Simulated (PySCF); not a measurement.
# BeS, CCSD(T): how much the basis matters

PySCF, RHF reference; singlet, unpaired electrons none; De to Be + S without counterpoise correction. Frozen cores follow the default of each basis and core potential.

| basis | relativity | functions | Re (Å) | ωe (cm⁻¹) | De (eV) | frozen orbitals |
| --- | --- | --- | --- | --- | --- | --- |
| def2-SVP | no relativity | 27 | 1.782 | 941 | 2.39 | 5 |
| ANO-RCC-VDZP | spin-free X2C | 32 | 1.792 | 944 | 2.57 | 5 |
| def2-SVPD | no relativity | 39 | 1.791 | 921 | 2.49 | 5 |
| 6-311G(d,p) | no relativity | 44 | 1.758 | 986 | 2.86 | 5 |
| x2c-TZVPPall | spin-free X2C | 61 | 1.768 | 959 | 2.82 | 5 |

How does each smaller set differ from the one with most functions, x2c-TZVPPall?

def2-SVP: +1.4 pm, -1.9 % in ωe, -0.43 eV in De; ANO-RCC-VDZP: +2.4 pm, -1.6 % in ωe, -0.25 eV in De; def2-SVPD: +2.3 pm, -4.0 % in ωe, -0.33 eV in De; 6-311G(d,p): -1.0 pm, +2.8 % in ωe, +0.04 eV in De. All at CCSD(T); the set with most functions is neither the basis-set limit nor always the best. The rows treat relativity differently, so the differences are not basis effects alone.

Correlated steps freeze 5 core orbitals. Correlated levels converge slowly with the basis: in double zeta they bind strong bonds too weakly, by up to about 1 eV, and carry superposition errors of some tenths. Where the molecule has an RHF reference, its open-shell atoms are computed with UHF. The CCSD T1 diagnostic is raised in BeS, a sign that a single reference may not be enough there.
